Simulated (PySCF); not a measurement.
Mapped SMILES: `[CH2:1]1[CH2:2][CH2:3][C:4]2([CH2:5]1)[CH2:6][CH2:7]2` (H(Xn): hydrogen on atom n).

Method: shieldings: GIAO PBE0/pcSseg-1, J couplings at B3LYP/pcJ-1 (without the spin–dipole term), GFN2-xTB geometry, in PySCF 2.14.0 with density-fitted response routines (one conformer, one averaged value for each set of equivalent atoms, no relativistic terms, isolated molecule).

Question: Predict the 2D correlation tables (HSQC, COSY, HMBC).

Answer: 

HSQC (one-bond C–H):
```tsv
δH	δC	¹J(C,H) (Hz)
1.76 (H(C1)/H(C2))	32.0 (C1/C2)	135
1.67 (H(C3)/H(C5))	40.6 (C3/C5)	135
0.49 (H(C6)/H(C7))	18.7 (C6/C7)	164
```

COSY cross peaks (|J| ≥ 2 Hz):
```tsv
δH	δH	abs. J (Hz)	bonds
1.76 (H(C1)/H(C2))	1.67 (H(C3)/H(C5))	8.2	3
```

HMBC (two and three bonds, |J| ≥ 2.5 Hz):
```tsv
δH	δC [abs. J in Hz]
1.76 (H(C1)/H(C2))	40.6 (C3/C5) [5.0], 32.0 (C1/C2) [2.7], 21.3 (C4) [5.1]
1.67 (H(C3)/H(C5))	32.0 (C1/C2) [4.7], 21.3 (C4) [4.0], 18.7 (C6/C7) [6.9]
0.49 (H(C6)/H(C7))	40.6 (C3/C5) [5.2]
```

Shifts are taken against calculated references (same method and geometry level): ¹H (σ = 31.72 ppm), ¹³C (σ = 186.93 ppm) vs TMS.

Short H···H contacts in this conformer between protons four or more bonds apart (candidates for NOE cross peaks, intensity ∝ r⁻⁶): H(C3)···H(C7) 2.49 Å, H(C1)···H(C3) 2.76 Å.

Unscaled 3J(H,H) at this level run about 10 % above measured values. Shifts are as computed. Against solution values, carbons near 30 ppm lie about +3 ppm off and those near 130 ppm about +5 ppm. Of 1211 compounds with measured shifts, 218 miss one by over three times the rms of a fit or turn the order of signals round; such compounds aren't used in these exercises.
